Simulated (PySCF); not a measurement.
# Cobalt: a sound run and one with changed settings

Sound run: Co²⁺ [Ar] 3d7, Co³⁺ [Ar] 3d6. Computed with PySCF 2.14 in aug-cc-pVDZ (7s6p4d2f, 59 functions), with the non-relativistic Hamiltonian (point nucleus). In the sound run the correlated levels freeze [Ar]. The sound run starts from symmetry-adapted Hartree-Fock orbitals and uses a fine grid where one is needed.

Changed run: initial guess minao, at most 50 SCF cycles.

| species | method | sound run (hartree) | changed run (hartree) | converged |
| --- | --- | --- | --- | --- |
| Co²⁺ | UHF | -1380.60594 | -1380.60594 | yes |
| Co²⁺ | M06-2X | -1381.79871 | -1381.79871 | yes |
| Co³⁺ | UHF | -1379.44123 | -1379.44123 | yes |
| Co³⁺ | M06-2X | -1380.56359 | -1380.56359 | yes |

Here the plain start reaches the same solutions.
